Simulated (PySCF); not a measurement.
# J couplings in C5H8GeO

Geometry:
```
atom   x (Å)   y (Å)   z (Å)
  C1  -2.620   0.310   0.096
 Ge2  -1.259  -0.978  -0.437
  C3   0.503  -0.244  -0.110
  C4   1.597  -0.694   0.581
  C5   2.608   0.308   0.454
  C6   2.054   1.294  -0.307
  O7   0.793   0.973  -0.649
  H8  -2.533   0.532   1.169
  H9  -2.486   1.245  -0.467
 H10  -3.628  -0.081  -0.106
 H11  -1.353  -2.276   0.386
 H12  -1.408  -1.315  -1.935
 H13   1.667  -1.636   1.122
 H14   3.612   0.297   0.873
 H15   2.424   2.250  -0.671
```

Indirect spin–spin couplings were computed at B3LYP/pcJ-1 (pcSseg-1 on Ge) (without the spin–dipole term) (PySCF 2.14.0 with density-fitted response routines) on a PBE0-D3(BJ)/def2-SVP structure, for the isolated molecule, without vibrational or relativistic corrections. Couplings are averaged over pairs made equivalent by symmetry, fast rotation or ring inversion, so a value needn't be that of the named pair in this geometry, while other rotamers aren't included; one pair stands for each set, and the list holds a selection of those of at least 1.5 Hz over up to four bonds, among pairs with at least one C or H atom (others weren't computed).

Isotopes: 13C, 1H, 17O. Couplings to quadrupolar nuclei such as 17O and 33S are rarely resolved in practice.

```csv
pair,bonds,J (Hz)
"C1, H8",1,137.4
"C3, C4",1,63.7
"C3, O7",1,36.6
"C4, C5",1,?
"C4, H13",1,?
"C5, C6",1,?
"C5, H14",1,184.2
"C6, O7",1,28.6
"C6, H15",1,210.4
"C1, C3",2,2.4
"C1, H11",2,8.6
"C3, H13",2,13.9
"C4, C6",2,3.2
"C4, O7",2,2.1
"C5, H13",2,5.3
"C5, H15",2,14.3
"C6, H14",2,?
"O7, H15",2,?
"H8, H9",2,?
"C3, H14",3,?
"C3, H15",3,6.9
"C4, H15",3,6.4
"C6, H13",3,7.5
"O7, H14",3,-3.9
"H8, H11",3,3.3
"H13, H14",3,?
```

Problem. Estimate the withheld couplings, with signs.

Solution. 
- 1J(C4,C5) = 55.0 Hz (bond length 1.429 Å)
- 1J(C4,H13) = 183.8 Hz (bond length 1.088 Å, sp2 carbon)
- 1J(C5,C6) = 76.0 Hz (bond length 1.363 Å)
- 2J(C6,H14) = 12.1 Hz (angle at C5 127°)
- 2J(O7,H15) = -21.0 Hz (angle at C6 116°)
- 2J(H8,H9) = -13.2 Hz
- 3J(C3,H14) = 7.3 Hz (dihedral angle 180°)
- 3J(H13,H14) = 3.8 Hz (dihedral angle 0°)

Relativistic effects of the heavier atoms present are left out.
